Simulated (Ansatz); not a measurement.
Consider the formal exchange of groups at a C–C bond: `ClCC(Cl)CCl` + `O[BH][GeH3]` → `O[B]([GeH3])CCl` + `ClCCCl`.

Gas-phase electronic energies from Ansatz, PBE0-D4/def2-TZVP geometries. CCSD(T)/CBS is the MP2 limit (def2-TZVPP, def2-QZVPP) plus CCSD(T) − MP2 in def2-TZVPP, frozen cores. This one scheme is used for every species. Functionals use def2-TZVPP. For Ge outer-core shells are correlated without core-valence functions, which leaves a few kJ/mol of doubt a bond. Scalar relativity is left out up to krypton. One conformer a species, not always the lowest.

| level | ΔE (eV) |
| --- | --- |
| PBE-D4 | -0.45 |
| PBE0-D4 | -0.44 |
| ωB97M-V | -0.41 |
| r2SCAN | -0.46 |
| CCSD(T)/def2-TZVPP | -0.39 |
| MP2/def2-QZVPP | -0.36 |
| SCS-MP2/def2-QZVPP | -0.37 |
| HF/CBS(def2) | -0.45 |

(1) What does CCSD(T)/CBS give? (An estimate is asked.)

Largest T1 diagnostic among the species: 0.013.

Results:

(1) Computed: -0.40 eV. The listed levels differ from it by -0.05, -0.04, -0.01, -0.06, 0.01, 0.04, 0.03, -0.05 eV.

In def2-TZVPP, CCSD(T) changes the Hartree–Fock value by +0.06 eV (the triples alone add +0.01 eV) and MP2 by +0.09 eV. The D4 term adds +0.03 eV with B3LYP and +0.02 eV with PBE0; it sums over pairs of atoms, weighted by their polarisabilities, and B3LYP, whose exchange is more repulsive, gets the larger term.

B3LYP here is the variant with VWN-RPA as its local correlation; programs differ in this.
